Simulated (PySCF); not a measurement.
Ge(H)2(Et)(NH2) (C2H9GeN), SMILES C[CH2][GeH2][NH2].

Coordinates come from a B3LYP-D3(BJ)/def2-SVP optimisation. The values are those of a single conformer.

Two levels are set side by side: TDDFT-PBE/def2-SVPD (PySCF) and TDDFT-PBE0/def2-SVPD (PySCF). Vertical, same geometry. The lowest singlet is HOMO→LUMO 98 % with PBE and HOMO→LUMO 96 % with the other functional; states are paired by order. Differences are taken from unrounded values.

| quantity | TDDFT-PBE0 |
|---|---|
| lowest singlet excitation (eV) | 6.13 |
| lowest triplet excitation (TDA) (eV) | 5.75 |

**Question.** What does TDDFT-PBE give, and how far is it from TDDFT-PBE0? (The exact figures need the calculation; the answer reports its results.)

**Answer.** 
```tsv
quantity	TDDFT-PBE	TDDFT-PBE minus TDDFT-PBE0
lowest singlet excitation (eV)	5.47	-0.67
lowest triplet excitation (TDA) (eV)	5.19	-0.56
```

Functionals without exact exchange tend to place singlet excitations lower, as here. Differences between two approximate levels are no errors against the true value.

Rough cost on one machine, each run with all the roots and properties that it gave: TDDFT-PBE0 against TDDFT-PBE about 3 times.
